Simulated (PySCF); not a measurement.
As4, charge +1, doublet, at the geometry of the source list (a state made from the parent by changing its charge; the spin is typed, not shown lowest).

The PySCF input:
```python
from pyscf import gto, scf, dft

mol = gto.M(
    atom='''
As   -0.982900    0.090400   -1.077400
As    0.665900    1.290500    0.161300
As    0.991200   -1.021800   -0.329400
As   -0.674200   -0.359100    1.245600
''',
    basis='cc-pvdz',
    charge=1,
    spin=1,
    verbose=4,
)

mf = dft.UKS(mol)
mf.xc = 'tpss'
mf = mf.density_fit(auxbasis='def2-universal-jkfit')
mf.kernel()
```

What does this run give for the <S^2>, number of basis functions, total energy, nuclear repulsion energy, Mulliken (on the basis functions themselves) charges in atom order?


```json
{
  "<S^2>": "0.752",
  "number_of_basis_functions": "108",
  "total_energy": "-8942.9976 Eh",
  "nuclear_repulsion_energy": "1449.0986 Eh",
  "Mulliken (on the basis functions themselves) charges in atom order": "As1 0.25, As2 0.25, As3 0.25, As4 0.25"
}
```

These values belong to the state on which the SCF converged, which isn't shown to be the lowest.
